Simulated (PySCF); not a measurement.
A small calculation by hand: entropy of an ideal gas

H₃O₃P, SMILES OP(O)O.

Coordinates come from a B3LYP-D3(BJ)/def2-SVP optimisation. One conformer was computed; it need not be the lowest.

B3LYP-D3(BJ)/def2-SVP (PySCF) gives the harmonic wavenumbers 144, 144, 288, 368, 368, 462, 831, 839, 840, 973, 973, 1035, 3823, 3823, 3824 cm⁻¹ and the rotational temperatures 0.3503, 0.3503, 0.2141 K. The molar mass is 81.99 g/mol, the symmetry number 3, the spin multiplicity 1.

Work out the entropy at 298.15 K and 1 atm in the rigid-rotor, harmonic-oscillator model.


Translation (Sackur–Tetrode at 1 atm): S = R[1.5 ln M + 2.5 ln T − 1.16487] = 163.7 J/(mol K).
Rotation: q = (√π/σ) T^1.5/√(θA θB θC) = 18800, S = R[ln q + 3/2] = 94.3 J/(mol K).
Vibration: with u = 1.4388 ν/T, each mode gives R[u/(e^u − 1) − ln(1 − e^−u)]:
| ν (cm⁻¹) | modes | u | S (J/(mol K)) |
|---|---|---|---|
| 144 | 2 | 0.69 | 23.01 |
| 288 | 1 | 1.39 | 6.22 |
| 368 | 2 | 1.78 | 9.11 |
| 462 | 1 | 2.23 | 3.18 |
| 831 | 1 | 4.01 | 0.77 |
| 839 | 1 | 4.05 | 0.74 |
| 840 | 1 | 4.05 | 0.74 |
| 973 | 2 | 4.70 | 0.87 |
| 1035 | 1 | 4.99 | 0.34 |
The stiffer modes add less than 0.005 each. Sum 45.0 J/(mol K).
Spin: R ln 1 = 0.0 J/(mol K).
Total 303.0 J/(mol K); the program's own thermochemistry gives 303.0. Translation makes up 54 % and vibration 15 %. Anharmonicity, hindered rotation and orbital degeneracy are left out.
